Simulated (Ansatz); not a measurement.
```xyz
9

S     0.8388   -1.0483   -2.0155
Zr   -0.0005    0.0004    0.0002
S     1.8678    0.5517    1.4397
S    -1.5048   -1.5322    1.1207
S    -1.2037    2.0311   -0.5435
H    -0.3791   -0.8709   -2.5718
H     1.9992   -0.7646    1.7126
H    -1.4357   -0.7430    2.2146
H    -0.1819    2.3758   -1.3568
```

The species carries charge 0 and has multiplicity 1. Zr takes the def2 core potential.

(1) List the r2SCAN/def2-TZVPP orbital energies in eV (Ansatz 0.2.0). (An estimate is asked.)

Answers

(1) Computed: Occupied: -2409.30, -2409.30, -2409.30, -2409.30, -213.76, -213.76, -213.76, -213.76, -157.84, -157.84, -157.84, -157.83, -157.69, -157.69, -157.69, -157.69, -157.68, -157.68, -157.68, -157.68, -57.47, -34.24, -34.24, -34.24, -18.95, -18.69, -18.69, -18.69, -10.93, -10.78, -10.68, -10.68, -8.40, -8.03, -8.01, -8.01, -7.57, -7.33, -7.01, -7.01. Lowest empty: -3.09, -2.86, -2.17, -2.17, -1.91, -0.92, 0.01, 0.01.
